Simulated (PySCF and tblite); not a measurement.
Values are calculated unless marked as measured or tabulated.
C7H13N, numbered as in [CH3:1]/[CH:2]=[CH:3]\[CH:4]=[CH:5]/[N:6]([CH3:7])[CH3:8].

The ensemble was built from 90 distance-geometry starts (ETKDG and KDG, MMFF94s, GFN2-xTB) and rests on GFN2-xTB geometries. Energies: PBE0-D3(BJ)/6-31G*, with GFN2-xTB thermal terms (modes under about 100 cm⁻¹ blended into free rotors). Symmetry numbers and mirror images are counted. Conformers within 3 kcal/mol (GFN2-xTB free energy) were kept, 10 at most. Run with PySCF (density fitting) and tblite.

An NOE distance is ⟨r⁻⁶⟩^(−1/6) over all pairs of like atoms and, for the average, over conformers.

Torsions listed: C2–C3–C4–C5, C4–C5–N6–C7. Of a mirror pair one member is shown.

```csv
conformer,shape,weight %
1,"169°, -3°",97.7
2,"49°, 39°",2.3
```

(1) Which H–H contacts under 3.5 Å would NOEs report (pairs on one atom left out) at 298.15 K?

(2) In a model where alignment follows shape alone (order matrix 0.002 × (3G/tr G − 1)/2, G the second moments of the atom positions; splitting J + 2D), what are the one-bond C–H dipolar couplings D?

Answers

(1) 
```
        pair  in 1 (Å)  in 2 (Å)  average (Å)
   H4 ··· H5      2.29      2.31         2.29
   H2 ··· H3      2.34      2.37         2.34
   H1 ··· H4      2.50      3.98         2.51
   H1 ··· H2      2.63      2.64         2.63
H3 ··· H7/H8      2.68      3.91         2.69
H5 ··· H7/H8      2.80      2.85         2.80
   H3 ··· H4      3.07      2.45         3.03
```

Longer pairs under the limit may be missing.

(2) H1 2.6 Hz (2.7 in conformer 1), H2 6.1 Hz (6.4 in conformer 1), H3 -0.3 Hz (-0.4 in conformer 1), H4 -2.6 Hz (-2.8 in conformer 1), H5 8.3 Hz (8.6 in conformer 1), H7/H8 2.0 Hz (2.0 in conformer 1).
